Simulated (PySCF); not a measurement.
MAl for M along the second period

CCSD(T) with double-zeta basis sets in PySCF, for the lowest determinant that a PBE0 search found; no spin–orbit coupling. De refers to high-spin ground-configuration atoms.

```
 M                basis  reference, frozen orbitals  state (unpaired electrons)  Re (Å)  ωe (cm⁻¹)  De (eV)
Be           6-31G(d,p)                      UHF, 5               doublet (π ↑)   2.431        373     0.38
 C            def2-SVPD                      UHF, 6         quartet (σ ↑, π ↑↑)   1.985        639     3.26
 N            def2-SVPD                      UHF, 6              triplet (π ↑↑)   1.956        604     2.17
 O  cc-pV(D+d)Z/cc-pVDZ                      UHF, 6               doublet (σ ↑)   1.654        906     4.32
 F            def2-SVPD                      RHF, 6      singlet (closed shell)   1.707        761     6.74
```

The shortest bond is that of AlO (1.654 Å), the longest that of BeAl (2.431 Å). AlF is bound most strongly (6.74 eV) and BeAl least (0.38 eV).

The rows differ in basis set, which adds steps of its own.

The state changes along the series, so neighbouring rows are not always alike in their bonding.

Correlated steps freeze the inner cores (5 to 6 orbitals); shallow outer-core shells are correlated. Weak bonds: BeAl. Basis-set superposition, not corrected here, can be much of De in a small basis, most of all at correlated wavefunction levels. Where the molecule has an RHF reference, its open-shell atoms are computed with UHF. The CCSD T1 diagnostic is raised in AlC, AlO, a sign that a single reference may not be enough there. States were picked by a PBE0 search and need not be the measured ground states.
